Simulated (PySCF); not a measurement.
**Radial density of Sc (scandium, neutral)**

HSE06, [Ar] 3d1 4s2, 2D determinant. All numbers are calculated (PySCF 2.14, the non-relativistic Hamiltonian (point nucleus), in def2-TZVPPD).

```
r (bohr)  4πr²ρ (e/bohr)  4πr²(ρα − ρβ)
 0.00103         0.07950         0.0000
 0.00174          0.2190         0.0000
 0.00293          0.5881         0.0000
 0.00492           1.532         0.0000
 0.00828           3.762         0.0000
  0.0139           8.411         0.0001
  0.0234           16.01         0.0002
  0.0394           23.49         0.0002
  0.0663           23.38        -0.0001
   0.112           18.22         0.0000
   0.188           23.83         0.0078
   0.315           22.57         0.0563
   0.531           7.738         0.2311
   0.893           8.939         0.4812
    1.50           4.487         0.4529
    2.53          0.9907         0.2061
    4.25          0.4933         0.0400
    7.14         0.04909        -0.0012
    12.0       0.0002855         0.0000
```

⟨S²⟩ = 0.89 against 0.75 shows spin contamination.
